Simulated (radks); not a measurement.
Species: Nb+. Configuration: [Kr] 4d4. All-electron calculation, scalar-relativistic Kohn-Sham, SCAN, spin-unpolarised, spherical densities, finite nucleus; meta-GGA in the generalised Kohn-Sham scheme; Fermi nuclear charge, rms radius 4.324 fm. Program: a radial shooting solver on a logarithmic mesh with Libxc functionals.

Normalised radial functions P(r) = r R(r), r in bohr:

| r | 3s |
|---|---|
| 0.004239 | 0.2751 |
| 0.005608 | 0.3379 |
| 0.007421 | 0.4062 |
| 0.00974 | 0.4720 |
| 0.01289 | 0.5278 |
| 0.01692 | 0.5534 |
| 0.02238 | 0.5250 |
| 0.02938 | 0.4153 |
| 0.03887 | 0.1927 |
| 0.05102 | -0.1320 |
| 0.06751 | -0.5269 |
| 0.08861 | -0.8488 |
| 0.1172 | -0.9240 |
| 0.1539 | -0.5843 |
| 0.2036 | 0.1898 |
| 0.2694 | 1.0943 |
| 0.3536 | 1.6486 |
| 0.4679 | 1.5857 |
| 0.6142 | 1.0588 |
| 0.8126 | 0.4737 |
| 1.067 | 0.1413 |
| 1.411 | 0.0245 |
| 1.852 | 0.0023 |
| 2.451 | 0.0001 |
| 3.217 | 0.0000 |
| 4.257 | 0.0000 |
| 5.587 | 0.0000 |
| 7.393 | 0.0000 |

3s: eigenvalue -453.92 eV, 2 radial nodes at r = 0.0461, 0.192 bohr, <r> = 0.442 bohr, 90 % of the charge inside 0.653 bohr.
